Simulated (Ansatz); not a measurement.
Gas-phase electronic energies from Ansatz, PBE0-D4/def2-TZVP geometries. CBS: MP2 limit from def2 TZ/QZ plus the TZ coupled-cluster correction, frozen cores. This one scheme is used for every species. DFT in def2-TZVPP. B3LYP here is the variant with VWN-RPA as its local correlation; programs differ in this. Each species was taken in one conformer, which may not be the lowest.

Consider the ligand exchange at a B–C bond: `BCB(C)F` + `C[O][AlH][NH2]` → `B[NH][AlH][O]C` + `CB(C)F`.

Problem. Is it downhill or uphill in electronic energy at CCSD(T)/CBS, and by how much? (An estimate is asked.)

Solution. Computed: Downhill: ΔE = -26.1 kcal/mol.

Problem. What do these levels give: PBE-D4, r2SCAN-D4, PBE0-D4, B3LYP-D4, ωB97M-V, B2PLYP, PBE, B3LYP, SCS-MP2/def2-TZVPP, SCS-MP2/def2-QZVPP, HF/CBS(def2), MP2/CBS(def2)? (Best estimate.)

Solution. The calculation gave: PBE-D4 -27.1, r2SCAN-D4 -27.1, PBE0-D4 -26.8, B3LYP-D4 -26.0, ωB97M-V -26.5, B2PLYP -26.0, PBE -26.9, B3LYP -25.6, SCS-MP2/def2-TZVPP -25.8, SCS-MP2/def2-QZVPP -25.5, HF/CBS(def2) -23.0, MP2/CBS(def2) -25.9 kcal/mol.

Largest T1 diagnostic among the species: 0.013.

In def2-TZVPP, CCSD(T) changes the Hartree–Fock value by −3.4 kcal/mol (the triples alone add −0.7 kcal/mol) and MP2 by −3.2 kcal/mol.
